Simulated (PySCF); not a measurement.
An unknown is described by computed data only.

Elements present: H and Si. Monoisotopic mass: 151.9785 u.

- UV, first state: lowest singlet excitation: 6.24 eV (199 nm, f = 0.036) [TDDFT PBE0/def2-SVPD]
- UV, strongest line: among the 10 lowest singlet transitions: S7 at 6.74 eV (184 nm, f = 0.240) [TDDFT PBE0/def2-SVPD]
- XPS: Si2p3/2 105.9, Si2p3/2 106.1, Si2p3/2 106.4 (×2), Si2p3/2 106.4, Si1s 1845.5, Si1s 1845.8, Si1s 1846.1 (×2), Si1s 1846.1 eV [ΔSCF SCAN, pcX-2 on the ionised atom, pcseg-1 elsewhere, spin-free X2C, 2p3/2 from a spin–orbit splitting computed afterwards within the 2p shell]
- Polarisability: 157.9 au [PBE0/def2-SVPD]
- Valence photoelectron: vertical ionisation energy: 9.24 eV [ΔSCF PBE0/def2-SVPD]
- Rotational structure: rotational constants A, B, C: 1.831, 0.784, 0.590 GHz [PBE0-D3(BJ)/def2-SVP]

Gas-phase values; electronic properties from PySCF, density fitting. Levels stand in brackets. One conformer (not necessarily the lowest) at the PBE0-D3(BJ)/def2-SVP geometry, without solvent, vibrations or thermal averaging.

**Question.** Which formula fits the mass and the elements?

**Answer.** Si5H12 (calculated 151.9785). No other formula that holds each of these elements comes within 0.0003 u with a fitting electron parity and a possible valence count.

**Question.** Propose a structure and show how it fits.

**Answer.** Numbering: `[SiH3:1][SiH2:2][SiH:3]([SiH3:4])[SiH3:5]`. Its formula, Si5H12, gives 0 degrees of unsaturation, so no ring and no π bond. The core levels belong to: Si2p3/2 105.9 eV, SiH silicon [Si3]; Si2p3/2 106.1 eV, SiH2 silicon [Si2]; Si2p3/2 106.4 eV, SiH3 silicon [Si4/Si5]; Si2p3/2 106.4 eV, SiH3 silicon [Si1]; Si1s 1845.5 eV, SiH silicon [Si3]; Si1s 1845.8 eV, SiH2 silicon [Si2]; Si1s 1846.1 eV, SiH3 silicon [Si4/Si5]; Si1s 1846.1 eV, SiH3 silicon [Si1]. One atom of each topological class was ionised and stands for its class. The first electron is taken from the HOMO, whose largest Löwdin shares are 0.23 on the SiH silicon, 0.22 on the SiH2 silicon, 0.17 on an SiH3 silicon and 0.16 on an SiH3 silicon. The optimised geometry has point group C1 and is an asymmetric top. Structure: `[SiH3][SiH2][SiH]([SiH3])[SiH3]`. Computed isomers that give other values at the same levels: `[SiH3][SiH2][SiH2][SiH2][SiH3]` (core binding energies: Si2p3/2 106.1, Si2p3/2 106.1 (×2), Si2p3/2 106.4 (×2), Si1s 1845.8, Si1s 1845.8 (×2), Si1s 1846.1 (×2) eV); `[SiH3][Si]([SiH3])([SiH3])[SiH3]` (core binding energies: Si2p3/2 105.7, Si2p3/2 106.4 (×4), Si1s 1845.3, Si1s 1846.1 (×4) eV). The assignments are read from this structure; whether some other isomer fits the data as well wasn't checked.

The values belong to the conformer `[SiH3:1][SiH2:2][SiH:3]([SiH3:4])[SiH3:5]`: Si1–Si2–Si3–Si4 -178°.
